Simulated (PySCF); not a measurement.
# Distorted geometries of [Hg(H2O)2]2+

[Hg(H2O)2]2+ (singlet). PySCF 2.14.0, RKS B3LYP, Hg def2-SVP with ECP60, O def2-SVP, H def2-SVP; non-relativistic Hamiltonian with scalar-relativistic core potentials where named; density fitting; no spin-orbit coupling. Relaxed geometry:

```xyz
7

Hg    0.0000    0.0000    0.0000
O     0.0000    0.0000    2.0618
H     0.5726    0.5726    2.6205
H    -0.5726   -0.5726    2.6205
O     0.0000    0.0000   -2.0618
H     0.5726   -0.5726   -2.6205
H    -0.5726    0.5726   -2.6205
```

Q: Order these distorted geometries by energy above the relaxed one, lowest first.
A.
```xyz
7

Hg   -0.1489    0.2037    0.0498
O     0.2225   -0.1704    1.9130
H     0.4504    0.4878    2.6516
H    -0.6601   -0.3988    2.7622
O    -0.0666    0.1669   -2.1809
H     0.7030   -0.6703   -2.6955
H    -0.5003    0.3812   -2.5003
```
B.
```xyz
7

Hg   -0.0602   -0.0427    0.0040
O     0.0474   -0.0384    2.2099
H     0.6109    0.6001    2.5224
H    -0.5572   -0.5463    2.6448
O    -0.0366    0.0505   -2.0829
H     0.6423   -0.5219   -2.6721
H    -0.6466    0.4986   -2.6262
```
C.
```xyz
7

Hg    0.0413    0.0296    0.0714
O     0.0356    0.0076    1.9601
H     0.5579    0.5326    2.6981
H    -0.5790   -0.5314    2.6180
O    -0.0716    0.0309   -1.9946
H     0.5634   -0.6117   -2.6047
H    -0.5475    0.5425   -2.7484
```

A: B (0.84 eV), C (0.90 eV), A (14.42 eV).

Q: Which forces (eV/Å) act in the one that lies 0.84 eV up?

A: 
```
Hg   0.01  0.08  0.90
O    0.57 -0.51 -7.05
H    2.29  2.79  2.65
H   -2.91 -2.26  3.26
O    3.87 -3.09  0.37
H   -1.87  1.56  1.50
H   -1.96  1.42 -1.63
```
Forces carry noise of the integration grid, about 0.01 to 0.03 eV/Å.
